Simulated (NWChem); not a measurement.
System: ScN3H6; SMILES [NH2][Sc]([NH2])[NH2]

Input file for NWChem:

```
start job
memory heap 200 mb stack 900 mb global 1100 mb
geometry units angstroms noautoz
  Sc     0.000000     0.000000     0.000000
  N      0.510744     1.915319     0.000000
  H      1.456864     2.293301     0.000000
  H     -0.121498     2.714240     0.000000
  N      1.403342    -1.399977     0.000000
  H      2.411350    -1.251900     0.000000
  H      1.257625    -2.408332     0.000000
  N     -1.914087    -0.515342     0.000000
  H     -2.289852    -1.462341     0.000000
  H     -2.714489     0.115031     0.000000
end
basis spherical
  * library 6-31g*
end
dft
  xc xpbe96 cpbe96
  iterations 150
  mulliken
end
task dft energy
```

Output (shortened):

```
             Northwest Computational Chemistry Package (NWChem) 7.3.0
             --------------------------------------------------------

 D3H symmetry detected

                             Geometry "geometry" -> ""
                             -------------------------

 Output coordinates in angstroms (scale by  1.889725989 to convert to a.u.)

  No.       Tag          Charge          X              Y              Z
 ---- ---------------- ---------- -------------- -------------- --------------
    1 Sc                  21.0000     0.00000000     0.00000000     0.00000000
    2 N                    7.0000     1.40166074     1.40166074     0.00000000
    3 H                    1.0000     2.40984267     1.25476320     0.00000000
    4 H                    1.0000     1.25476320     2.40984267     0.00000000
    5 N                    7.0000     0.51304344    -1.91470418     0.00000000
    6 H                    1.0000     1.45960337    -2.29157814     0.00000000
    7 H                    1.0000    -0.11826453    -2.71436657     0.00000000
    8 N                    7.0000    -1.91470418     0.51304344     0.00000000
    9 H                    1.0000    -2.71436657    -0.11826453     0.00000000
   10 H                    1.0000    -2.29157814     1.45960337     0.00000000

 Effective nuclear repulsion energy (a.u.)     200.2018475362

      Symmetry information
      --------------------

 Group name             D3h
 Group number             27
 Group order              12
 No. of unique centers     3

  pbe96 is a nonlocal functional; adding pw91lda local functional.

                                 NWChem DFT Module
                                 -----------------

 Summary of "ao basis" -> "ao basis" (spherical)
 ------------------------------------------------------------------------------
       Tag                 Description            Shells   Functions and Types
 ---------------- ------------------------------  ------  ---------------------
 Sc                          6-31g*                 12       34   5s4p2d1f
 N                           6-31g*                  6       14   3s2p1d
 H                           6-31g*                  2        2   2s

      Symmetry analysis of basis
      --------------------------

        a1'        17
        a1"         1
        a2'         6
        a2"         8
        e'         42
        e"         14

  Rotation of axis

            General Information
            -------------------
          SCF calculation type: DFT
          Wavefunction type:  closed shell.
          No. of atoms     :    10
          No. of electrons :    48
           Alpha electrons :    24
            Beta electrons :    24
          Charge           :     0
          Spin multiplicity:     1
          Use of symmetry is: on ; symmetry adaption is: on
          Maximum number of iterations: 150
          AO basis - number of functions:    88
                     number of shells:    42
          Convergence on energy requested:  1.00D-06
          Convergence on density requested:  1.00D-05
          Convergence on gradient requested:  5.00D-04

              XC Information
              --------------
          PerdewBurkeErnzerhof Exchange Functional  1.000
            Perdew 1991 LDA Correlation Functional  1.000 local
           PerdewBurkeErnz. Correlation Functional  1.000 non-local

             Grid Information
             ----------------
          Grid used for XC integration:  medium
          Radial quadrature: Mura-Knowles
          Angular quadrature: Lebedev.
          Tag              B.-S. Rad. Rad. Pts. Rad. Cut. Ang. Pts.
          ---              ---------- --------- --------- ---------
          Sc                  1.60      112          10.0       590
          N                   0.65       49          11.0       434
          H                   0.35       45          12.0       434
          Grid pruning is: on
          Number of quadrature shells:   206
          Spatial weights used:  Erf1

      Superposition of Atomic Density Guess
      -------------------------------------

 Sum of atomic energies:        -925.54834136

      Non-variational initial energy
      ------------------------------

 Total energy =    -926.655216
 1-e energy   =   -1661.579568
 2-e energy   =     534.722504
 HOMO         =      -0.357680
 LUMO         =      -0.080211

      Symmetry analysis of molecular orbitals - initial
      -------------------------------------------------

  Numbering of irreducible representations:

     1 a1'         2 a1"         3 a2'         4 a2"         5 e'
     6 e"

  Orbital symmetries:

     1 a1'         2 a1'         3 a1'         4 e'          5 e'
     6 e'          7 e'          8 a2"         9 a1'        10 e'
    11 e'         12 a2"        13 a1'        14 e'         15 e'
    16 e'         17 e'         18 a2'        19 a1'        20 e'
    21 e'         22 e"         23 e"         24 a2"        25 a1'
    26 e'         27 e'         28 a2"        29 a1'        30 e'
    31 e'         32 e"         33 e"         34 a1'

     ---------------------------------------------
      Total Density - Mulliken Population Analysis
     ---------------------------------------------

    Atom       Charge   Shell Charges
 -----------   ------   -------------------------------------------------------
    1 Sc  21    18.85   2.00  2.00  6.00  2.00  6.00  0.17  0.08  0.05  0.08  0.16  0.30  0.01
    2 N    7     8.61   2.00  0.84  2.79  0.90  2.06  0.01
    3 H    1     0.56   0.41  0.15
    4 H    1     0.56   0.41  0.15
    5 N    7     8.61   2.00  0.84  2.79  0.90  2.06  0.01
    6 H    1     0.56   0.41  0.15
    7 H    1     0.56   0.41  0.15
    8 N    7     8.61   2.00  0.84  2.79  0.90  2.06  0.01
    9 H    1     0.56   0.41  0.15
   10 H    1     0.56   0.41  0.15

[...]
```

Level: PBE/6-31G* (spherical d). All runs use the structure optimised with PBE0/def2-SVP. Not confirmed as a minimum by frequencies.
